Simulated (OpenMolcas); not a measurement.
# Co5+: effect of the level shift or regulariser

```
Program             : OpenMolcas
Basis               : ANO-L-VTZP [6s5p3d2f1g]
Scalar Hamiltonian  : non-relativistic, point nucleus
Active space        : 4 electrons in 5 orbitals (3d)
State averaging     : 2S+1 = 5 even, 5 roots; 2S+1 = 3 even, 45 roots; 2S+1 = 1 even, 50 roots
Spin-orbit coupling : state interaction with AMFI integrals over the reference wave functions, term energies averaged over their components
```

Methods on the same reference wave functions:
A. CASSCF
B. MS-CASPT2, IPEA 0.25 Eh, imaginary shift 0.1 Eh (closed shells correlated: 3s 3p)
C. MS-CASPT2, IPEA 0.25 Eh, real shift 0.2 Eh (closed shells correlated: 3s 3p)

Energies in cm⁻¹ above 3d⁴ ⁵D₀, the measured ground level; measured values from Sugar and Corliss, J. Phys. Chem. Ref. Data 10, 1097 (1981).

```csv
Level,A,B,C,Measured
3d⁴ ⁵D₀,0.0,0.0,0.0,0.0
3d⁴ ⁵D₁,221,225,225,204
3d⁴ ⁵D₂,646,656,656,589
3d⁴ ⁵D₃,1249,1262,1262,1125
3d⁴ ⁵D₄,2005,2010,2010,1782
3d⁴ ³H₄,30480,29260,29260,28377
3d⁴ ³H₅,30951,29760,29760,28806
3d⁴ ³H₆,31457,30300,30300,29234
3d⁴ ³P₀(1),32217,27860,27870,27166
3d⁴ ³P₁(1),33513,29200,29210,28462
3d⁴ ³F₂(1),35176,31530,31540,30555
3d⁴ ³F₃(1),35246,31630,31640,30635
3d⁴ ³F₄(1),35464,31860,31870,30817
3d⁴ ³P₂(1),35719,31400,31410,30506
3d⁴ ³G₃,38545,35210,35220,34026
3d⁴ ³G₄,39077,35750,35760,34475
3d⁴ ³G₅,39464,36190,36200,34855
3d⁴ ¹I₆,46056,44440,44440,42800
3d⁴ ¹G₄(1),48709,43830,43840,41926
3d⁴ ³D₃,49598,43260,43260,41676
3d⁴ ³D₂,49761,43440,43450,41856
3d⁴ ³D₁,49985,43650,43650,42098
3d⁴ ¹S₀(1),56365,47200,47210,45372
3d⁴ ¹D₂(1),60134,55080,55090,52740
```

Deviations, from unrounded energies. A percentage is the sum of absolute deviations over the sum of measured energies, with the sign that they share, or ± where signs differ.

| Against measurement | Levels | A | B | C |
| --- | --- | --- | --- | --- |
| mean absolute deviation (cm-1) | 23 | 4400 | 1100 | 1100 |
| fine structure of the ground term (%) | 4 | +11.4 | +12.4 | +12.4 |
| other terms of the ground configuration (%) | 19 | +15.0 | +3.6 | +3.6 |

B, C lie about equally close to measurement and A furthest from it. The largest miss of B in the table is 3d⁴ ¹D₂(1), by +2300 cm-1. The ranking rests on the paired levels alone, and a cruder setting can come out closer through cancelling errors.

Between B and C the level of the table that moves most is 3d⁴ ¹S₀(1), by 14 cm-1 (lowest in B, highest in C). Moves below CASPT2's spread within the term are not significant.

The two smallest mean deviations differ by little beside CASPT2's spread within terms, so their order carries little weight.

From A to B the spin-free energies of the other terms of 3d⁴ shown, above ⁵D, scale by factors of 0.83 to 0.96, as is usual when dynamic correlation screens the repulsion within a d or f shell.

The lowest spin-free term lies below A's lowest term by 0.304 hartree in B, 0.304 hartree in C.

CASPT2 breaks the degeneracy within a term, and the mean is taken; among the terms shown or strongly mixed into the levels shown the widest spread is 910 cm-1 (3d⁴ ¹I, B). Without dynamic correlation excited terms often stand tens of per cent too high (terms of higher spin than the ground term too low), and those without a measured partner can miss by more than the paired ones (holds for A). The CASPT2 spread within a term exceeds the gap to the next term for 3d⁴ ³D and 3d⁴ ¹G(1), 3d⁴ ¹G(1) and 3d⁴ ¹I, so the order of their levels is uncertain (holds for B; C). Measured partners are found by configuration, term and J. A level has none where our copy of the source lacks it or the pairing is in doubt (some pairs that miss far off the trend of their configuration count as doubtful), and it then counts in no deviation. Only configurations of the active space appear. Levels that lie high or do not pair safely by name in every column are left out.

A number in round brackets counts repeated terms of one configuration in the order of the reference energies.
